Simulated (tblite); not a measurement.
Species: C₅H₉BSe.
Numbering: `[CH2:1]=[CH:2][BH:3][C@H:4]1[CH2:5][CH2:6][Se:7]1` (hydrogens: H8, H9 on C1; H10 on C2; H11 on B3; H12 on C4; H13, H14 on C5; H15, H16 on C6)

Computed with GFN2-xTB (tblite), gas phase: L-BFGS steps from a force-field or distance-geometry start until the largest atomic force falls under 0.01 eV/Å.

Step 48: E = -534.0610 eV
```
atom  x, y, z in Å  |  force x, y, z in eV/Å
C1      2.8313    0.4521    0.2668   -0.032   0.027   0.043
C2      2.2154   -0.6387    0.7219   -0.015  -0.010   0.006
B3      0.7131   -0.9815    0.5412   -0.008   0.056   0.029
C4     -0.2798   -0.0022   -0.1605    0.048   0.009   0.047
C5     -1.7636   -0.3676   -0.2928    0.033   0.000  -0.033
C6     -2.3962    0.7506    0.5323   -0.020  -0.025  -0.060
Se7    -0.6789    1.3191    1.3462    0.072   0.005   0.023
H8      3.8603    0.6770    0.5043    0.021  -0.020  -0.077
H9      2.3261    1.1813   -0.3464   -0.032   0.026   0.016
H10     2.8201   -1.3118    1.3212   -0.015  -0.036   0.011
H11     0.2655   -1.9365    1.0544    0.045  -0.024   0.013
H12     0.0670    0.6011   -0.9993    0.024  -0.003  -0.010
H13    -2.0969   -0.3911   -1.3310   -0.063  -0.014   0.021
H14    -1.9599   -1.3403    0.1578   -0.021  -0.013  -0.031
H15    -2.8061    1.5608   -0.0669   -0.004   0.054  -0.029
H16    -3.1253    0.4366    1.2746   -0.032  -0.032   0.031
```

Step 49: E = -534.0640 eV
```
atom  x, y, z in Å  |  force x, y, z in eV/Å
C1      2.8283    0.4470    0.2706   -0.025   0.032   0.052
C2      2.2110   -0.6462    0.7195   -0.003   0.003   0.035
B3      0.6989   -0.9618    0.5689    0.046   0.034   0.036
C4     -0.2728   -0.0001   -0.1810    0.042   0.072   0.094
C5     -1.7568   -0.3616   -0.3119    0.023  -0.001  -0.027
C6     -2.3897    0.7354    0.5410   -0.138  -0.002  -0.082
Se7    -0.6685    1.3506    1.3070    0.084  -0.030   0.008
H8      3.8666    0.6532    0.4887   -0.015  -0.012  -0.091
H9      2.3149    1.1999   -0.3101    0.003  -0.029   0.048
H10     2.8209   -1.3369    1.2960   -0.040  -0.006  -0.031
H11     0.2347   -1.8835    1.1294    0.050   0.012  -0.006
H12     0.0878    0.5888   -1.0251    0.008  -0.057   0.001
H13    -2.0886   -0.3610   -1.3502   -0.097  -0.007   0.016
H14    -1.9547   -1.3431    0.1172   -0.006  -0.037  -0.048
H15    -2.8504    1.5342   -0.0392    0.030   0.043  -0.008
H16    -3.0893    0.3941    1.3028    0.038  -0.017   0.004
```

Step 50: E = -534.0662 eV
```
atom  x, y, z in Å  |  force x, y, z in eV/Å
C1      2.8237    0.4418    0.2765    0.000   0.029   0.047
C2      2.2058   -0.6547    0.7183    0.013   0.032   0.065
B3      0.6842   -0.9380    0.5992    0.070  -0.032   0.077
C4     -0.2640    0.0032   -0.2016    0.003   0.116   0.122
C5     -1.7482   -0.3550   -0.3332   -0.010  -0.003   0.005
C6     -2.3840    0.7181    0.5487   -0.186   0.023  -0.061
Se7    -0.6560    1.3843    1.2649    0.029  -0.078  -0.026
H8      3.8729    0.6274    0.4671   -0.075   0.000  -0.097
H9      2.3007    1.2184   -0.2684    0.052  -0.096   0.087
H10     2.8201   -1.3655    1.2687   -0.070   0.036  -0.077
H11     0.2012   -1.8229    1.2101    0.080   0.093  -0.067
H12     0.1106    0.5752   -1.0522   -0.002  -0.111   0.020
H13    -2.0821   -0.3286   -1.3700   -0.109   0.003   0.009
H14    -1.9483   -1.3462    0.0725    0.016  -0.046  -0.074
H15    -2.8952    1.5044   -0.0087    0.068   0.020   0.020
H16    -3.0492    0.3470    1.3317    0.121   0.017  -0.049
```

Question: Estimate the geometry and energy of step 51. (The exact step hangs on the optimiser's Hessian estimate; all steps are aligned on step 50, rigid shifts and turns removed.)

Answer: E = -534.0690 eV, largest force 0.193 eV/Å
```
atom  x, y, z in Å  |  force x, y, z in eV/Å
C1      2.8179    0.4426    0.2794    0.057  -0.027   0.037
C2      2.2024   -0.6553    0.7216    0.056   0.089   0.066
B3      0.6817   -0.9303    0.6076    0.124  -0.042   0.052
C4     -0.2597    0.0033   -0.2006   -0.086   0.170   0.032
C5     -1.7442   -0.3544   -0.3367   -0.019  -0.016   0.041
C6     -2.3817    0.7145    0.5461   -0.090   0.009   0.012
Se7    -0.6534    1.3863    1.2626    0.002  -0.080  -0.017
H8      3.8723    0.6214    0.4491   -0.092   0.008  -0.070
H9      2.2906    1.2216   -0.2561    0.040  -0.076   0.076
H10     2.8147   -1.3720    1.2658   -0.044   0.043  -0.089
H11     0.2032   -1.8117    1.2151    0.002  -0.008   0.015
H12     0.1178    0.5748   -1.0504   -0.005  -0.118   0.014
H13    -2.0848   -0.3270   -1.3697   -0.077   0.014  -0.051
H14    -1.9489   -1.3444    0.0677    0.042  -0.081  -0.065
H15    -2.8923    1.4989   -0.0058    0.003   0.116  -0.053
H16    -3.0434    0.3405    1.3279    0.086   0.000   0.001
```

The energy changes by -0.0028 eV. The first-order estimate −F·Δx gives -0.0051 eV and the mean of the old and new forces, exact on a quadratic surface, -0.0028 eV. The step makes an angle of 73° with the force vector and moves no atom by more than 0.019 Å.

The cost below is that of the whole relaxation. The run took 0.61 s wall on an Arm Neoverse V2 with one thread, on a shared host.
